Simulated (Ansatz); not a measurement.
Ideal-gas functions of CH$_{4}$AlClOSi, SMILES `[Cl][AlH][SiH]1CO1` at 400 K and 1 bar, from an Ansatz frequency run at PBE0-D4/def2-TZVP.

Molar mass 122.56 g/mol, point group C1 (symmetry number 1), electronic degeneracy 1, moments of inertia 108.445, 391.248, 466.13 u Å². Harmonic wavenumbers (cm⁻¹, unscaled): 37, 61, 144, 203, 369, 425, 534, 580, 634, 664, 723, 751, 830, 1038, 1114, 1130, 1466, 1952, 2207, 3091, 3178.

Use S(trans) = R[1.5 ln M + 2.5 ln T − 1.1517]; rotational temperatures θ = 24.2544 K / I; S(rot) = R[ln(√π/σ · √(T³/θAθBθC)) + 1.5]; for each mode x = 1.438777 ν̃/T, S = R[x/(eˣ − 1) − ln(1 − e⁻ˣ)] and H = RT x/(eˣ − 1); 1 cm⁻¹ = 0.0119627 kJ/mol; R = 8.31446 J/(mol·K).

Q: By hand: the entropy, in J/(mol·K).

A: Translation 174.9. Rotation: θ = 0.2237, 0.062, 0.052 K, giving 122.0. Vibration, mode by mode: 25.09, 20.94, 13.88, 11.11, 6.55, 5.55, 4.06, 3.56, 3.06, 2.81, 2.38, 2.19, 1.75, 0.96, 0.77, 0.73, 0.27, 0.06, 0.03, 0.00, 0.00, in all 105.7. Electronic 0.0. Sum 402.6 J/(mol·K).

Q: By hand: H − E and G − E in kJ/mol, counted from the electronic energy.

A: Zero-point energy ½ × 21131 × 0.0119627 = 126.4; thermal vibration 20.4; translation, rotation and pV give 4 RT = 13.3. H − E = 160.1 kJ/mol, and G − E = 160.1 − 400 × 402.6/1000 = -0.9 kJ/mol.

Vibration gives 26 % of the entropy, 59.9 J/(mol·K) of it from the modes under 150 cm⁻¹: soft modes count most, and the harmonic formula is weakest for them. The sum counts one conformer and one mirror image; others add a mixing term.
